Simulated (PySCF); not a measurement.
O3Sn, SMILES [O]1[O][Sn]1=[O]. The structure is a stationary point at PBE-D3(BJ)/def2-SVP. The def2 effective core potentials stand for the cores of Sn; spin–orbit coupling is left out.

### Question
Give the equilibrium geometry at PBE-D3(BJ)/def2-SVP (PySCF confirms it by a frequency run) as bond lengths and angles, and its point group. (The exact figures need the calculation; the answer reports its results.)

### Answer
point group C2v.
Atoms: Sn1 O2 O3 O4. Bonds (Å): Sn1–O2 1.852, Sn1–O3 2.007, Sn1–O4 2.007. Angles (°): O2–Sn1–O3 155.8, O2–Sn1–O4 155.8, O3–Sn1–O4 48.4.
Charge 0, spin multiplicity 1.
